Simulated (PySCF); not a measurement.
# What settings do to a single point of [Gd(NH3)4]3+

The sound run of [Gd(NH3)4]3+ (singlet in the valence; each metal's 4f electrons, 7 of them, lie in its core potential, out of spins and levels; a saddle point, relaxed within its symmetry) uses PySCF 2.14.0, RKS PBE, Gd lcecp-1-SVP with ECP53, N def2-SVP, H def2-SVP; non-relativistic Hamiltonian with scalar-relativistic core potentials where named; density fitting; no spin-orbit coupling, grid (50, 194), threshold 1e-8 Eh and 55 cycles, at the relaxed geometry:

```xyz
17

Gd    0.0000    0.0000    0.0064
N     1.4283    1.4283    1.4249
H     1.3084    1.3084    2.4545
H     2.4566    1.3042    1.2986
H     1.3042    2.4566    1.2986
N    -1.4283   -1.4283    1.4249
H    -1.3084   -1.3084    2.4545
H    -2.4566   -1.3042    1.2986
H    -1.3042   -2.4566    1.2986
N     1.4242   -1.4242   -1.4239
H     2.0696   -2.0696   -0.9182
H     0.9152   -2.0673   -2.0688
H     2.0673   -0.9152   -2.0688
N    -1.4242    1.4242   -1.4239
H    -2.0696    2.0696   -0.9182
H    -0.9152    2.0673   -2.0688
H    -2.0673    0.9152   -2.0688
```

There Gd1 has a Mulliken charge of 1.47 e and the dipole about the centre of mass is 0.02 D. Each run below changes one thing and starts from free metal ions and neutral atoms unless it says otherwise; with 55 cycles, smearing, a level shift and second-order steps follow where DIIS fails, and their cycles count. Energy shifts count from the sound run. On f atoms grids over 110 angular points are at least (60, 302).

```json
{"change": "start from a density of up to 30 smeared cycles (not counted)", "outcome": "converged", "cycles": "6", "energy shift (eV)": "0.0000", "largest force component (eV/Å)": "0.01", "charge on Gd1 (e)": "1.47", "dipole about the centre of mass (D)": "0.02"}
{"change": "threshold 0.001", "outcome": "converged", "cycles": "6", "energy shift (eV)": "0.0010", "largest force component (eV/Å)": "0.03", "charge on Gd1 (e)": "1.47", "dipole about the centre of mass (D)": "0.01"}
```

Task: One further run converged with energy shift (eV) -1.38, largest force component (eV/Å) 1.93, charge on Gd1 (e) 1.51, dipole about the centre of mass (D) 0.04. Which change was it?
A. all coordinates × 1.05
B. grid (15, 26)
C. H13 put 0.5 Å from Gd1, limit 89 cycles

Result: B.

Task: And the other changes listed?

Result: 
```json
{"change": "H13 put 0.5 Å from Gd1, limit 89 cycles", "outcome": "not converged", "cycles": "22", "energy shift (eV)": "–", "largest force component (eV/Å)": "–", "charge on Gd1 (e)": "–", "dipole about the centre of mass (D)": "–"}
{"change": "all coordinates × 1.05", "outcome": "converged", "cycles": "10", "energy shift (eV)": "0.77", "largest force component (eV/Å)": "1.72", "charge on Gd1 (e)": "1.50", "dipole about the centre of mass (D)": "0.02"}
```

Unsound on purpose, so not properties of the compound: grid (15, 26).

Forces carry noise of the integration grid, about 0.01 to 0.03 eV/Å.

An lcecp potential fixes the number of 4f electrons, so in runs with it no electron can move into or out of that shell.
